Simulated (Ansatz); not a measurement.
Basis sets compared for Sn(SiH3)4 (Si4SnH12). Charge 0, multiplicity 1. Geometry B3LYP-D4/def2-SVP. Ansatz on 2 threads of AMD EPYC 7R13 on a shared host; times are rough, and most runs start from earlier orbitals.

```xyz
17

Sn    0.001   -0.004   -0.009
Si    2.213   -0.186    1.320
H     1.996    0.223    2.740
H     3.251    0.703    0.720
H     2.716   -1.592    1.299
Si   -1.722   -1.678    0.950
H    -2.049   -1.322    2.363
H    -1.170   -3.066    0.922
H    -2.980   -1.648    0.146
Si    0.446   -0.534   -2.500
H     0.977   -1.922   -2.648
H     1.447    0.423   -3.059
H    -0.818   -0.418   -3.288
Si   -0.936    2.396    0.224
H    -1.257    2.680    1.654
H    -2.182    2.550   -0.585
H     0.068    3.396   -0.249
```

In the def2 sets Sn takes a core potential; there is no spin–orbit coupling.

Binding counts from free atoms (Sn triplet, Si triplet, H doublet) in the same basis, without a counterpoise term.

```tsv
level	functions	energy (Eh)	HOMO (eV)	LUMO (eV)	binding per atom (eV)	wall time
PBE-D4/def2-SVP	158	-1378.4936	-6.60	-1.18	2.83	2.4 s
PBE-D4/def2-TZVP	270	-1378.9108	-6.61	-1.40	2.84	4.9 s
PBE0-D4/def2-SVP	158	-1378.6378	-7.62	-0.32	2.84	4.1 s
PBE0-D4/def2-TZVP	270	-1379.0492	-7.58	-0.56	2.85	9.5 s
```

Problem. Estimate the rows for PBE-D4/def2-TZVPD, PBE0-D4/def2-TZVPD.

Solution. 
| level | functions | energy (Eh) | HOMO (eV) | LUMO (eV) | binding per atom (eV) | wall time |
| --- | --- | --- | --- | --- | --- | --- |
| PBE-D4/def2-TZVPD | 336 | -1378.9118 | -6.61 | -1.45 | 2.84 | 2.3 s |
| PBE0-D4/def2-TZVPD | 336 | -1379.0501 | -7.58 | -0.63 | 2.85 | 2.3 s |
